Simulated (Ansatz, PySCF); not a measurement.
System: CF2 (charge +1, doublet). 
Coordinates optimised at B3LYP-D3(BJ)/def2-TZVP (Ansatz, a quantum-chemistry and plane-wave program):
```xyz
3

F     -1.0698    -0.2022     0.0322
C     -0.0240     0.4240    -0.0026
F      1.0859    -0.0804    -0.0305
```
Charge +1, spin multiplicity 2.

Total electronic energies in hartree. Valence correlation only, unless marked. Open shells are spin-unrestricted. Spin-orbit coupling is left out. No relativistic terms. CBS marks a two-point X^-3 extrapolation of the correlation energy; Hartree-Fock from the larger set.

```csv
level,program,energy (Eh)
RI-HF/cc-pVTZ,Ansatz,-236.38043
TPSS-D4/def2-TZVPD,PySCF + dftd4,-237.42268
r2SCAN/def2-TZVPD,Ansatz,-237.29900
B3LYP-D3(BJ)/def2-TZVPD,Ansatz + dftd3,[?]
PBE0-D3(BJ)/def2-TZVPD,Ansatz + dftd3,-237.16365
PBE0-D4/def2-TZVPD,Ansatz + dftd4,-237.16357
PBE0/def2-TZVPD,Ansatz,-237.16310
PW6B95-D4/def2-TZVPD,PySCF + dftd4,-237.64908
B2PLYP-D4/def2-TZVPD,Ansatz + dftd4,-237.26237
PBE-QIDH/def2-TZVPD,Ansatz,-237.12873
MP2/aug-cc-pVTZ,Ansatz,-236.99565
MP2/cc-pwCVTZ,Ansatz,-237.00019
"RI-MP2/CBS(aug-cc-pVTZ,aug-cc-pVQZ)",Ansatz,-237.0926
CCSD(T)/STO-3G,Ansatz,-233.23315
"CCSD(T)/CBS(cc-pVTZ,cc-pVQZ)",Ansatz,-237.1133
```

Question: Complete the blanks.

Answer: 
- B3LYP-D3(BJ)/def2-TZVPD, energy (Eh): -237.39377
